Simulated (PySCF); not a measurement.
## Bonding in `FC[C@H]([SiH3])C(Cl)Cl`

C₃H₇Cl₂FSi.
Atom-mapped SMILES: `[F:1][CH2:2][C@H:3]([SiH3:4])[CH:5]([Cl:6])[Cl:7]` (hydrogens: H8, H9 on C2; H10 on C3; H11, H12, H13 on Si4; H14 on C5)

Cartesian coordinates in Å at the GFN2-xTB level; atoms count from 1:
```xyz
14
C3H7Cl2FSi angstrom
F      0.4443   -1.5907    1.3378
C     -0.2119   -1.5116    0.1299
C     -0.2222   -0.0714   -0.3536
Si     1.5503    0.6835   -0.2685
C     -1.1627    0.7466    0.4948
Cl    -0.9834    2.4701    0.1222
Cl    -2.8739    0.2864    0.2389
H     -1.2204   -1.9066    0.2935
H      0.3333   -2.1558   -0.5655
H     -0.5801   -0.0683   -1.3850
H      1.6348    1.7528   -1.2570
H      1.7890    1.1452    1.0931
H      2.4631   -0.4032   -0.6230
H     -0.9608    0.6225    1.5604
```

Bond orders from the PBE0/pcSseg-1 density (PySCF). One conformer (not necessarily the lowest) at the GFN2-xTB geometry, without solvent, vibrations or thermal averaging.

**Question.** Where do the orders between heavy atoms depart from those drawn in the SMILES?

**Answer.** The largest departure is 0.202, at C3–Si4 (drawn single, 0.798). Drawn single, order below 0.88: F1–C2 (0.862) and C3–Si4 (0.798).

**Question.** Set the Mayer orders of the bonds beside their lengths.

**Answer.** 
```json
{"bond": "F1–C2", "drawn as": "single", "length (Å)": "1.377", "Mayer order": "0.862"}
{"bond": "C2–C3", "drawn as": "single", "length (Å)": "1.519", "Mayer order": "1.024"}
{"bond": "C3–Si4", "drawn as": "single", "length (Å)": "1.928", "Mayer order": "0.798"}
{"bond": "C3–C5", "drawn as": "single", "length (Å)": "1.508", "Mayer order": "0.946"}
{"bond": "C5–Cl6", "drawn as": "single", "length (Å)": "1.772", "Mayer order": "1.015"}
{"bond": "C5–Cl7", "drawn as": "single", "length (Å)": "1.790", "Mayer order": "1.009"}
{"bond": "C2–H8", "drawn as": "single", "length (Å)": "1.095", "Mayer order": "0.944"}
{"bond": "C2–H9", "drawn as": "single", "length (Å)": "1.093", "Mayer order": "0.950"}
{"bond": "C3–H10", "drawn as": "single", "length (Å)": "1.092", "Mayer order": "0.923"}
{"bond": "Si4–H11", "drawn as": "single", "length (Å)": "1.459", "Mayer order": "0.944"}
{"bond": "Si4–H12", "drawn as": "single", "length (Å)": "1.457", "Mayer order": "0.951"}
{"bond": "Si4–H13", "drawn as": "single", "length (Å)": "1.463", "Mayer order": "0.937"}
{"bond": "C5–H14", "drawn as": "single", "length (Å)": "1.092", "Mayer order": "0.907"}
```

Bonds between the same two heavy elements. C–C: lowest C3–C5 (0.946, 1.508 Å), highest C2–C3 (1.024, 1.519 Å); in 1 of the 1 pairs the longer bond (by over 0.003 Å) has the higher order (by 0.02 or more). C–Cl: all 2 within 0.02 of one another (1.009 to 1.015).

**Question.** Sum the orders of all bonds at each heavy atom with more than one neighbour and set the sums beside the valence in the SMILES.

**Answer.** C2 3.780 (drawn 4), C3 3.691 (drawn 4), Si4 3.630 (drawn 4), C5 3.877 (drawn 4). Orders between atoms that aren't bonded are not in these sums.

Mayer orders depend on the basis set.

These values come from a run that also computed NMR shieldings. Hardware: one thread of an Arm Neoverse V1, no GPU, shared host with 32 logical CPUs at a one-minute load of 28. Cost: 34 s (with the writing of density and orbital grids), 0.81 GiB resident at most.
